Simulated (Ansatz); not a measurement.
A nudged elastic band was laid between two geometries of BFHOSi (5 atoms, charge -1, multiplicity 1).

Theory: Ansatz, RKS PBE0-D4/def2-TZVP.

* movable images: 7
* climbing image: yes
* spring: 0.5 eV/Å²
* optimiser: quadratic models (default)
* start path: IDPP
* force threshold: 0.05 eV/Å
* iteration limit: 60
* end points: relaxed

First end point:

```xyz
5
Properties=species:S:1:pos:R:3
B -0.607 1.181 0.121
Si 0.115 -0.606 0.001
O -0.510 -1.957 -0.388
F 1.445 -0.682 0.948
H -0.442 2.064 -0.682
```

Last end point:

```xyz
5
Properties=species:S:1:pos:R:3
B 0.254 0.935 -0.916
Si -0.116 -0.544 0.269
O -0.918 -1.846 0.101
F 1.046 -0.568 1.417
H -0.266 2.022 -0.872
```

(1) What changes between the two ends?

(2) What energy profile does the band end with?

(3) What is the geometry of the highest image?

## Answers

(1) No bond is made or broken. The dihedral H5–B1–Si2–F4 changes from 100 to -99° by way of a nearly straight angle H5–B1–Si2 (up to 179°), not by a turn about the bond. The two ends are copies of one structure, up to a mirror image or an exchange of like atoms.

(2) The run converged. The highest image is number 4 of 0 to 8, 0.105 eV above the ends, which have the same energy within 2 meV. Another band between the same ends (7 images) ends at a top of the same energy, where a vibrational analysis finds 1 clearly imaginary mode. Limits of this set-up: an anion without diffuse functions, the dipole of an ion depends on the origin.

| image | path coordinate (Å) | energy (eV) | angle H5–B1–Si2 (°) |
| --- | --- | --- | --- |
| 0 | 0.00 | 0.000 | 126 |
| 1 | 0.15 | 0.016 | 138 |
| 2 | 0.30 | 0.053 | 151 |
| 3 | 0.45 | 0.090 | 165 |
| 4 | 0.60 | 0.105 | 179 |
| 5 | 0.75 | 0.091 | 166 |
| 6 | 0.90 | 0.054 | 152 |
| 7 | 1.05 | 0.016 | 138 |
| 8 | 1.21 | 0.000 | 126 |

(3) 
```xyz
5
Properties=species:S:1:pos:R:3:forces:R:3
B -0.211 1.091 -0.439 0.01 0.01 0.01
Si 0.010 -0.635 0.164 0.02 -0.04 0.02
O -0.705 -1.975 -0.097 0.00 0.03 -0.01
F 1.262 -0.678 1.211 -0.01 0.02 -0.01
H -0.355 2.196 -0.841 0.00 -0.01 0.00
```

Run time: 3.8 min on 2 threads of Arm Neoverse V1 (shared host), peak memory 0.25 GiB.
